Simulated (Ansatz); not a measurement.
Question: Name a neutral molecule of Al, C, Sn and H with HOMO–LUMO gap (ωB97M-V/def2-TZVPP) between 9.85 and 10.15 eV and HOMO energy (B3LYP/def2-TZVPP) between -7.40 and -7.10 eV (Ansatz, PBE0-D4/def2-TZVP geometry).

Answer: `[CH3][SnH2][CH2][AlH2]` (10.14 eV, -7.35 eV). Other molecules can fit too; these were computed, each in one conformer that needn't be the lowest.

B3LYP here is the variant with VWN-RPA as its local correlation; programs differ in this.
